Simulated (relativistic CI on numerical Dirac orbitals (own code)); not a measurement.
## Ti²⁺ in a cubic cluster: 3s photoemission with charge transfer

Computed with a charge-transfer multiplet model of a cubic metal-ligand cluster with up to 2 ligand holes, Slater and spin-orbit integrals from Dirac-Coulomb-Breit ions, Slater integrals scaled by 0.9. The ground state mixes d2 with configurations of k ligand holes L, whose averages lie at kΔ + k(k − 1)U_dd/2; a core hole lowers each added d electron by U_cd. 300 K, Lorentzian 1.4 eV and Gaussian 0.8 eV FWHM.

Atomic integrals in eV (Slater integrals scaled, ζ unscaled), ground: F2dd 7.400, F4dd 4.602, zeta_d 0.013; with the core hole: F2dd 8.591, F4dd 5.392, zeta_d 0.018, G2cd 8.887.

Cluster parameters (eV): Δ = 4.5, U_dd = 4.6, U_cd = 5.6, 10Dq(ligand) = 0.2, V(eg) = 2.95, V(t2g) = -1.35, final-state hopping factor = 0.9.

```
          Case   n_d    d2   d3L  d4L2     S
10Dq = 0.35 eV  2.58  0.49  0.43  0.08  1.00
10Dq = 0.95 eV  2.57  0.50  0.42  0.07  1.00
10Dq = 1.25 eV  2.56  0.51  0.42  0.07  1.00
```

Weights, n_d and S are thermal averages at 300 K. Binding energies count from the first peak over 30 % of the highest in each spectrum, which can be another peak from case to case. The parameters are a model scan and need not match a compound or its usual spin state. Peaks in eV (height, largest 100):
- 10Dq = 0.35 eV: 0.0 (100), 5.3 (50), 9.7 (12), 15.9 (6)
- 10Dq = 0.95 eV: 0.0 (100), 5.2 (47), 9.9 (12), 15.8 (6)
- 10Dq = 1.25 eV: 0.0 (100), 5.1 (46), 10.0 (13), 15.8 (6)

For the case 10Dq = 0.35 eV, Δ = 4.5 eV is smaller than U_dd = 4.6 eV, the charge-transfer side of the Zaanen-Sawatzky-Allen scheme. With the core hole the average of the configuration with one ligand hole lies at Δ − U_cd = -1.1 eV before mixing: the effective hopping of about 5.5 eV (from the holes of the mixed ground state) is comparable with this gap or larger, so the configurations mix strongly.

Without intra-shell correlation the exchange splitting of the 3s hole comes out too large.
